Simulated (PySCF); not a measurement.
## SMILES C=C(CC#N)SC, C$_{5}$H$_{7}$NS

Geometry:
| atom | x (Å) | y (Å) | z (Å) |
| --- | --- | --- | --- |
| C1 | -0.071 | -1.755 | 0.412 |
| C2 | -0.374 | -0.702 | -0.338 |
| C3 | -1.726 | -0.040 | -0.285 |
| C4 | -1.651 | 1.215 | 0.423 |
| N5 | -1.570 | 2.209 | 0.983 |
| S6 | 0.867 | -0.047 | -1.423 |
| C7 | 0.077 | 1.373 | -2.240 |
| H8 | 0.902 | -2.208 | 0.364 |
| H9 | -0.783 | -2.191 | 1.092 |
| H10 | -2.120 | 0.144 | -1.289 |
| H11 | -2.424 | -0.691 | 0.249 |
| H12 | -0.714 | 1.040 | -2.906 |
| H13 | 0.867 | 1.835 | -2.824 |
| H14 | -0.293 | 2.079 | -1.503 |

Computed with GIAO wB97X-D/pcSseg-1 magnetisability, rotational g tensor and spin-rotation constants, non-relativistic, gas phase in PySCF 2.14.0. Geometry: GFN2-xTB, dihedral held. The dihedral C3–C2–S6–C7 is held at 0°.

Question: Give the nuclear spin-rotation constants along the inertial axes (H = +C I·J) beside the isotropic shieldings.

Answer: Rotational constants 2.7519, 1.9122, 1.2927 GHz. A star marks the isotopologue with that one atom substituted, in its own axes.
| atom | isotope | Caa (kHz) | Cbb (kHz) | Ccc (kHz) | mean (kHz) | σ (ppm) |
| --- | --- | --- | --- | --- | --- | --- |
| N5 | 14N | 0.381 | 0.355 | 0.198 | 0.311 | -35.0 |
| H8 | 1H | 0.081 | -0.181 | -0.087 | -0.062 | 26.5 |
| H9 | 1H | -0.092 | 0.014 | -0.139 | -0.072 | 26.4 |
| H10 | 1H | -0.293 | -0.125 | -0.024 | -0.147 | 28.9 |
| H11 | 1H | -0.232 | -0.015 | -0.123 | -0.124 | 28.8 |
| H12 | 1H | -0.300 | -0.200 | 0.032 | -0.156 | 29.5 |
| H13 | 1H | -0.182 | -0.056 | -0.133 | -0.124 | 29.8 |
| H14 | 1H | 0.024 | -0.171 | -0.120 | -0.089 | 28.6 |
| C1 | 13C* | 1.012 | 0.572 | 0.267 | 0.617 | 69.1 |
| C2 | 13C* | 1.191 | 0.661 | 0.312 | 0.721 | 38.2 |
| C3 | 13C* | 0.392 | 0.294 | 0.197 | 0.294 | 162.7 |
| C4 | 13C* | 0.734 | 0.688 | 0.355 | 0.592 | 63.7 |
| S6 | 33S* | 0.791 | 0.400 | 0.402 | 0.531 | 472.5 |
| C7 | 13C* | 0.383 | 0.258 | 0.187 | 0.276 | 169.2 |

For the geometry as given, no vibrational averaging.
